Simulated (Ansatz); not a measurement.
Steps of a relaxation of C4H10Si, SMILES `CC(C)=C[SiH3]` with RKS PBE0-D4/def2-TZVP.

```sh
$ ansatz run in.yaml --threads 4 --pin off --events-out ev --progress --plain --max-ram 10444MiB
```

```yaml
crystal:
  periodic: [false, false, false]
  atoms:
    - {symbol: C, position_ang: [-1.328578, -0.518929, 0.459201]}
    - {symbol: C, position_ang: [0.170838, -0.367762, 0.433360]}
    - {symbol: C, position_ang: [0.911120, -1.191502, 1.456364]}
    - {symbol: C, position_ang: [0.816887, 0.447840, -0.439857]}
    - {symbol: Si, position_ang: [0.016141, 1.526931, -1.750777]}
    - {symbol: H, position_ang: [-1.736196, -0.235540, 1.453858]}
    - {symbol: H, position_ang: [-1.840637, 0.096516, -0.306107]}
    - {symbol: H, position_ang: [-1.621047, -1.579013, 0.296095]}
    - {symbol: H, position_ang: [0.586898, -0.926337, 2.486683]}
    - {symbol: H, position_ang: [2.007111, -1.052650, 1.390518]}
    - {symbol: H, position_ang: [0.686543, -2.273614, 1.332988]}
    - {symbol: H, position_ang: [1.920065, 0.483962, -0.371929]}
    - {symbol: H, position_ang: [1.092988, 2.266555, -2.498093]}
    - {symbol: H, position_ang: [-0.778420, 0.724437, -2.751775]}
    - {symbol: H, position_ang: [-0.925612, 2.548206, -1.161030]}
basis:
  gaussian: {orbitals: def2-TZVP}
hamiltonian: {xc: pbe0, dispersion: d4}
relax: {f_tol: 0.005, max_steps: 150}
```

Positions (Å) and forces (eV/Å) along the path, 5 of 5 steps:

```xyz
15
step=1 energy=-12181.5778 eV
C    -1.329   -0.519    0.459   -0.225   -0.039    0.023
C     0.171   -0.368    0.433    0.338    0.440   -0.475
C     0.911   -1.192    1.456    0.086   -0.136    0.176
C     0.817    0.448   -0.440   -0.156   -0.451    0.510
Si    0.016    1.527   -1.751   -0.027   -0.013    0.010
H    -1.736   -0.236    1.454    0.223   -0.115   -0.463
H    -1.841    0.097   -0.306    0.280   -0.285    0.360
H    -1.621   -1.579    0.296    0.173    0.497    0.063
H     0.587   -0.926    2.487    0.141   -0.099   -0.503
H     2.007   -1.053    1.391   -0.543   -0.047    0.005
H     0.687   -2.274    1.333    0.098    0.522    0.024
H     1.920    0.484   -0.372   -0.557   -0.036   -0.015
H     1.093    2.267   -2.498   -0.215   -0.164    0.167
H    -0.778    0.724   -2.752    0.177    0.158    0.228
H    -0.926    2.548   -1.161    0.209   -0.232   -0.110
15
step=2 energy=-12181.6374 eV
C    -1.319   -0.510    0.451   -0.071   -0.025    0.021
C     0.172   -0.362    0.428    0.069    0.093   -0.096
C     0.906   -1.183    1.446    0.012   -0.051    0.065
C     0.812    0.443   -0.433   -0.018   -0.067    0.068
Si    0.011    1.512   -1.735    0.046   -0.039    0.053
H    -1.720   -0.228    1.436    0.060   -0.036   -0.138
H    -1.819    0.102   -0.307    0.071   -0.085    0.106
H    -1.606   -1.559    0.286    0.044    0.148    0.020
H     0.582   -0.919    2.464    0.042   -0.035   -0.147
H     1.989   -1.042    1.379   -0.152   -0.015    0.003
H     0.684   -2.253    1.317    0.029    0.152    0.012
H     1.903    0.477   -0.364   -0.155   -0.001   -0.013
H     1.081    2.242   -2.473   -0.062   -0.028    0.026
H    -0.774    0.710   -2.722    0.039    0.042    0.052
H    -0.921    2.519   -1.143    0.045   -0.052   -0.033
15
step=3 energy=-12181.6418 eV
C    -1.316   -0.509    0.451    0.004    0.004   -0.003
C     0.172   -0.360    0.427   -0.009   -0.006    0.001
C     0.902   -1.181    1.443    0.002    0.004   -0.001
C     0.811    0.442   -0.432   -0.004    0.022   -0.017
Si    0.014    1.508   -1.730    0.003   -0.015    0.015
H    -1.714   -0.228    1.432    0.000    0.002    0.007
H    -1.815    0.101   -0.303   -0.006    0.005   -0.006
H    -1.600   -1.553    0.286    0.001   -0.007   -0.002
H     0.578   -0.919    2.456   -0.004    0.002    0.005
H     1.981   -1.040    1.378    0.009    0.000    0.002
H     0.681   -2.245    1.312   -0.003   -0.006   -0.004
H     1.897    0.477   -0.363    0.009   -0.003    0.000
H     1.074    2.240   -2.472    0.004   -0.001    0.001
H    -0.771    0.708   -2.713   -0.002   -0.006   -0.004
H    -0.917    2.511   -1.142   -0.002    0.004    0.005
15
step=4 energy=-12181.6418 eV
C    -1.315   -0.508    0.451    0.000    0.001    0.001
C     0.173   -0.360    0.426   -0.002    0.002    0.004
C     0.902   -1.181    1.443    0.000   -0.001    0.000
C     0.812    0.443   -0.432    0.003   -0.001   -0.010
Si    0.013    1.507   -1.730    0.003   -0.002    0.005
H    -1.713   -0.228    1.432    0.000    0.000    0.001
H    -1.815    0.102   -0.303   -0.001    0.000    0.000
H    -1.600   -1.552    0.285    0.000   -0.001   -0.001
H     0.576   -0.920    2.455   -0.001    0.000    0.000
H     1.981   -1.039    1.379    0.000    0.000    0.000
H     0.682   -2.245    1.311    0.000   -0.002   -0.001
H     1.898    0.476   -0.365    0.000    0.002    0.003
H     1.074    2.239   -2.471   -0.001    0.001   -0.002
H    -0.771    0.705   -2.712   -0.001    0.000    0.000
H    -0.918    2.510   -1.141   -0.001    0.000   -0.001
15
step=5 energy=-12181.6418 eV
C    -1.315   -0.507    0.451   -0.001   -0.001    0.000
C     0.173   -0.359    0.426    0.001    0.000    0.000
C     0.902   -1.181    1.443   -0.001    0.001    0.002
C     0.812    0.443   -0.432    0.004    0.001    0.003
Si    0.013    1.506   -1.730    0.000    0.002   -0.001
H    -1.713   -0.228    1.432    0.001    0.000   -0.001
H    -1.815    0.103   -0.303    0.001   -0.001    0.001
H    -1.600   -1.552    0.285   -0.001    0.001    0.000
H     0.575   -0.921    2.455    0.000   -0.001   -0.001
H     1.981   -1.040    1.380   -0.002    0.000    0.000
H     0.682   -2.245    1.309    0.001    0.001   -0.001
H     1.898    0.477   -0.364   -0.002   -0.003   -0.001
H     1.073    2.239   -2.472   -0.002    0.001   -0.001
H    -0.771    0.704   -2.711    0.000    0.000    0.001
H    -0.918    2.509   -1.141    0.000   -0.001   -0.001
```

Hardware: 4 threads of an Arm Neoverse V2 on a shared host. Wall time 21 s, peak host memory 0.62 GiB.
